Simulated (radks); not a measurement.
Removal energies from the krypton ion Kr10+, [Ar] 3d(3/2: 4, 5/2: 4), by Delta-SCF beside the eigenvalue of the level emptied. All-electron calculation, Dirac Kohn-Sham, PBE, spin-unpolarised, spherical densities, finite nucleus; Fermi nuclear charge, rms radius of each element as measured or else 0.836 A^(1/3) + 0.57 fm. Program: a radial shooting solver on a logarithmic mesh with Libxc functionals. Sub-shells are occupied by j as written (lower j first in brackets).

removed from                             final configuration  Delta-SCF (eV)  -eigenvalue (eV)
3d5/2                                [Ar] 3d(3/2: 4, 5/2: 3)          311.13            290.86
3d3/2                                [Ar] 3d(3/2: 3, 5/2: 4)          312.72            292.36
3p3/2         [Ne] 3s2 3p(1/2: 2, 3/2: 3) 3d(3/2: 4, 5/2: 4)          422.34            402.54
3p1/2         [Ne] 3s2 3p(1/2: 1, 3/2: 4) 3d(3/2: 4, 5/2: 4)          431.12            411.06
